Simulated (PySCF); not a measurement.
## V (vanadium, neutral) across methods

[Ar] 3d3 4s2, high-spin 4F determinant. Calculation: PySCF 2.14, in def2-QZVPPD; no relativity, point nucleus.

```csv
method,E (hartree),mean ε 3d α (eV),mean ε 4s α (eV),mean ε 4s β (eV),Σ⟨r²⟩ (bohr²),⟨S²⟩
r2SCAN,-943.869,-7.075,-5.063,-4.297,45.39,3.769
HSE06,-943.719,-7.951,-5.166,-4.480,45.16,3.756
TPSSh,-943.916,-7.329,-5.148,-4.450,45.29,3.756
LDA,-941.739,-6.478,-5.047,-4.380,44.68,3.756
B97-3,-943.795,-8.420,-5.358,-4.847,45.32,3.754
UHF,-942.89257,-14.026,-6.715,-5.872,47.64,3.763
PBE0,-943.698,-8.385,-5.484,-4.847,45.25,3.756
revPBE,-943.794,-6.440,-4.826,-4.186,45.36,3.757
PBE,-943.662,-6.438,-4.876,-4.234,45.15,3.756
```
